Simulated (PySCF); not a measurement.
**First hyperpolarisability: SMILES C(=C=CC#C)(C#C)N(C)C, C$_{9}$H$_{9}$N**

Geometry (Å), atoms numbered from 1 in this order:
```xyz
19

C     4.0406   -1.1023   -1.0995
C     3.2151   -0.6271   -0.3471
C     2.2590   -0.0800    0.5613
C     1.1011    0.4323    0.1943
C    -0.0159    0.9490   -0.3139
C    -0.0305    2.3581   -0.5886
C    -0.0226    3.5506   -0.8088
N    -1.1494    0.2026   -0.6260
C    -1.0583   -1.2122   -0.3883
C    -2.4461    0.7959   -0.4101
H     4.7667   -1.5180   -1.7729
H     2.5311   -0.1068    1.6276
H    -0.0066    4.6063   -1.0062
H    -0.1296   -1.6052   -0.8278
H    -1.9116   -1.7163   -0.8645
H    -1.0572   -1.4703    0.6907
H    -2.4313    1.8507   -0.7144
H    -2.7722    0.7461    0.6488
H    -3.1941    0.2722   -1.0242
```

Computed, not measured: quadratic response CAM-B3LYP/aug-cc-pVDZ first hyperpolarisability, Taylor convention, gas phase in PySCF 2.14.0. Geometry: PBE0-D3(BJ)/def2-SVP.

(1) What is the first hyperpolarisability, and how does it disperse?

(2) Which lowest excitations, dipole and polarisabilities go with it?

Answers

(1) In au, Taylor convention; the vector part is βᵢ = ⅓ Σⱼ (βᵢⱼⱼ + βⱼᵢⱼ + βⱼⱼᵢ); β∥ is 3/5 of the vector part along the dipole, the dipole points from − to +:
```tsv
process	λ (nm)	β vector norm	β∥	β HRS	depolarisation ratio
static β(0;0,0)	∞	290.0	73.6	140.5	3.35
second harmonic β(−2ω;ω,ω)	1907	315.4	79.8	153.9	3.36
Pockels β(−ω;ω,0)	1907	298.1	75.5	–	–
second harmonic β(−2ω;ω,ω)	1064	387.8	98.2	192.7	3.34
Pockels β(−ω;ω,0)	1064	317.4	80.3	–	–
```

(2) S1 3.79 eV (f = 0.003); S2 5.03 eV (f = 0.354); S3 5.25 eV (f = 0.041); dipole 1.63 D; isotropic α 129.8 au static, 130.5 au at 1907 nm, 132.0 au at 1064 nm, 132.6 au at 953.5 nm, 140.0 au at 532 nm.
